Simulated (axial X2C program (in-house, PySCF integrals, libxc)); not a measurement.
**Ionising NaFe**

All values come from calculations with an in-house relativistic program for diatomic molecules, spin-free (one-electron X2C) or two-component (2c: spin–orbit coupling with atomic mean-field Coulomb and Gaunt terms, which also bring small scalar terms), in Dyall basis sets with cores contracted in-house; open shells are unrestricted.

Basis sets: Fe dyall-cv3z, Na dyall-cv3z. Frozen shells (counts by l): NaFe Fe 3s2p, Na 2s1p, 9 electrons correlated; NaFe⁺ Fe 3s2p, Na 2s1p, 8 electrons correlated. Coupled cluster in natural virtuals with an MP2 remainder. Where the outer core of a metal is frozen, bonds come out longer and ionisation energies lower.

```tsv
Hamiltonian	level	NaFe state	Re (Å)	ωe (cm⁻¹)	De (eV)
spin-free	HF	M_S = 3/2, Λ = 2	3.126	102.0	-2.04
spin-free	B97-3	M_S = 3/2, Λ = 2	2.799	176.6	0.32
spin-free	PBE0	M_S = 3/2, Λ = 2	2.803	167.6	0.28
2c	HF	Ω = 7/2	3.127	101.8	n/a
2c	B97-3	Ω = 7/2	2.799	176.6	n/a
2c	PBE0	Ω = 7/2	2.803	167.6	n/a
2c	CCSD	Ω = 7/2	2.754	205.3	n/a
2c	CCSD(T)	Ω = 7/2	2.739	211.1	n/a
```

Adiabatic ionisation energy (minimum to minimum, no zero-point term) and constants of NaFe⁺:

| Hamiltonian | level | NaFe⁺ state | IE (eV) | Re (Å) | ωe (cm⁻¹) | De (eV) | fragments |
| --- | --- | --- | --- | --- | --- | --- | --- |
| spin-free | HF | M_S = 2, Λ = 0 | 2.35 | 3.331 | 115.2 | 0.57 | Fe + Na+ |
| spin-free | B97-3 | M_S = 2, Λ = 0 | 4.87 | 3.158 | 129.3 | 0.52 | Fe + Na+ |
| spin-free | PBE0 | M_S = 2, Λ = 0 | 4.96 | 3.118 | 136.7 | 0.63 | Fe + Na+ |
| 2c | HF | Ω = 2 | 2.40 | 3.331 | 115.2 | n/a | Fe + Na+ |
| 2c | B97-3 | Ω = 2 | 4.92 | 3.159 | 129.2 | n/a | Fe + Na+ |
| 2c | PBE0 | Ω = 2 | 5.00 | 3.119 | 136.6 | n/a | Fe + Na+ |
| 2c | CCSD | Ω = 2 | 4.12 | 3.187 | 127.2 | n/a | Fe + Na+ |
| 2c | CCSD(T) | Ω = 2 | 4.32 | 3.182 | 127.2 | n/a | Fe + Na+ |

(1) Add the zero-point terms to the ionisation energy at CCSD(T), 2c, and say whether the electron removed was bonding.

Each entry is the lowest single determinant of a limited PBE0 search at one distance. De goes to single-determinant-based atoms at the same level (for ions the charge split of lowest energy) and is withheld (n/a) where an atom does not fit its ground term or J level. Main or longest-lived isotopes. One determinant is a doubtful description, or other states lie close, for NaFe, NaFe⁺; these need not be ground states, and all values refer to the states named. Some open-shell Ω = 0 determinants are out of reach, so the Ω given for NaFe⁺ need not be the lowest component. With several unpaired electrons the Ω given is that of one determinant, not necessarily of the lowest component. The functionals have no current term, which raises determinants with orbital currents. Where the atoms have a lower orbital projection than the molecule, De at mean-field level may be about a tenth of an eV too small.

## Answers

(1) IE0 = IE + (ωe⁺ − ωe)/2 = 4.32 + (-0.005) = 4.31 eV. Re changes by 0.443 Å, so the bond lengthens, as on loss of a bonding electron.
